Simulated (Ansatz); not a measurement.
# Molecular dynamics, step by step

GeH4S, singlet, PBE0-D4/def2-SVP (Ansatz 0.2.0). Settings (timestep in fs, temperature in K; T counts 12 degrees of freedom):

```yaml
hamiltonian: {xc: pbe0, dispersion: d4}
md: {n_steps: 60, timestep: 0.75, temperature: 700, ensemble: nve, seed: 667, initial_velocities: maxwell_boltzmann}
```

Start, the saddle point found with PBE0-D4 in triple zeta (not stationary at another level):

```xyz
6
angstrom
Ge -1.1541 0.6177 -0.4082
S 1.2482 0.8052 0.2204
H 0.4603 -0.3364 -0.7033
H -0.3964 -0.7109 -1.2130
H -1.3895 -0.3595 0.8227
H 1.2314 -0.0160 1.2812
```

```tsv
step	time (fs)	potential energy less the start (meV)	kinetic energy (meV)	T (K)
0	0.00	0.0	361.9	700
4	3.00	143.4	222.5	430
8	6.00	158.7	205.0	396
12	9.00	244.8	120.8	234
16	12.00	126.2	236.9	458
20	15.00	115.3	250.9	485
24	18.00	-77.4	440.0	851
28	21.00	-56.6	421.4	815
32	24.00	-123.3	486.7	941
36	27.00	-84.9	450.4	871
40	30.00	-181.4	544.1	1052
44	33.00	-162.4	527.6	1020
48	36.00	-277.6	640.8	1239
52	39.00	-224.4	589.2	1140
56	42.00	-279.6	641.3	1240
60	45.00	-120.6	485.8	940
```

Step 16, positions (Å) and forces (eV/Å):

```json
{"atom": "Ge1", "x": "-1.159", "y": "0.622", "z": "-0.411", "Fx": "-0.295", "Fy": "-1.311", "Fz": "-0.009"}
{"atom": "S2", "x": "1.247", "y": "0.803", "z": "0.224", "Fx": "0.613", "Fy": "-0.259", "Fz": "0.101"}
{"atom": "H3", "x": "0.560", "y": "-0.355", "z": "-0.471", "Fx": "0.412", "Fy": "0.357", "Fz": "-0.188"}
{"atom": "H4", "x": "-0.435", "y": "-0.772", "z": "-1.164", "Fx": "-0.390", "Fy": "0.589", "Fz": "0.018"}
{"atom": "H5", "x": "-1.509", "y": "-0.490", "z": "0.718", "Fx": "0.003", "Fy": "0.540", "Fz": "0.017"}
{"atom": "H6", "x": "1.666", "y": "-0.006", "z": "1.232", "Fx": "-0.343", "Fy": "0.084", "Fz": "0.061"}
```

Step 40, positions (Å) and forces (eV/Å):

```
atom       x       y       z      Fx      Fy      Fz
 Ge1  -1.184   0.613  -0.418  -0.780   0.176  -0.651
  S2   1.297   0.803   0.243   0.073   0.124   0.066
  H3   1.546  -0.205  -0.597   0.189  -0.211  -0.433
  H4  -1.004  -0.678  -1.475   0.156   0.337   0.981
  H5  -1.668  -0.121   0.934   0.354  -0.243  -0.327
  H6   1.633   0.018   1.281   0.008  -0.183   0.364
```

Step 56, positions (Å) and forces (eV/Å):

| atom | x | y | z | Fx | Fy | Fz |
| --- | --- | --- | --- | --- | --- | --- |
| Ge1 | -1.219 | 0.618 | -0.429 | -0.193 | 0.332 | 0.288 |
| S2 | 1.350 | 0.784 | 0.252 | -0.358 | 1.189 | -0.362 |
| H3 | 2.318 | 0.242 | -0.506 | -0.009 | -0.410 | -0.063 |
| H4 | -1.051 | -0.784 | -1.070 | 0.218 | -0.584 | -0.495 |
| H5 | -1.382 | -0.169 | 0.965 | 0.080 | 0.251 | 0.093 |
| H6 | 1.431 | -0.031 | 1.284 | 0.261 | -0.777 | 0.539 |

Last step (60):

Ge1  (-1.228, 0.620, -0.432)
S2  (1.365, 0.781, 0.251)
H3  (2.426, 0.375, -0.406)
H4  (-1.014, -0.897, -0.995)
H5  (-1.283, -0.183, 0.993)
H6  (1.406, -0.137, 1.337)
(Å)

Hardware: 2 CPU threads of an Arm Neoverse V1, shared host. Wall time about 70 s.
